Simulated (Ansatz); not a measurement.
`C=[CH][InH][F]` and `C=[CH][AlH][F]` differ in one element.

Ansatz, PBE0-D4/def2-TZVP geometries, multiplicity 1. Each molecule was computed in one conformer, which needn't be the lowest.

Elements past krypton have def2 core potentials.

```tsv
property	`C=[CH][InH][F]`
ideal-gas entropy at 298 K and 1 bar (rigid rotor, harmonic PBE0-D4/def2-TZVP) / J/(mol·K)	333
HOMO–LUMO gap (PBE/def2-TZVPP) / eV	4.38
LUMO energy (B3LYP/def2-TZVPP) / eV	-2.02
LUMO energy (ωB97M-V/def2-TZVPP) / eV	-0.15
size of the dipole moment (B3LYP/def2-TZVPP) / D	3.27
HOMO energy (PBE0/def2-TZVPP) / eV	-8.19
```

Question: What does the change do to each property? (Best estimate.)

Answer: Computed: 
| property | `C=[CH][AlH][F]` | shift |
| --- | --- | --- |
| ideal-gas entropy at 298 K and 1 bar (rigid rotor, harmonic PBE0-D4/def2-TZVP) / J/(mol·K) | 312 | -21 |
| HOMO–LUMO gap (PBE/def2-TZVPP) / eV | 4.75 | 0.37 |
| LUMO energy (B3LYP/def2-TZVPP) / eV | -1.63 | 0.39 |
| LUMO energy (ωB97M-V/def2-TZVPP) / eV | 0.41 | 0.56 |
| size of the dipole moment (B3LYP/def2-TZVPP) / D | 2.00 | -1.27 |
| HOMO energy (PBE0/def2-TZVPP) / eV | -8.36 | -0.17 |

With PBE0 the HOMO falls by 0.17 eV and the LUMO rises by 0.34 eV, so the gap widens by about 0.51 eV. PBE moves the HOMO by -0.13 eV and ωB97M-V by -0.22 eV. Dipoles are sizes alone; their direction can turn.

B3LYP here is the variant with VWN-RPA as its local correlation; programs differ in this.
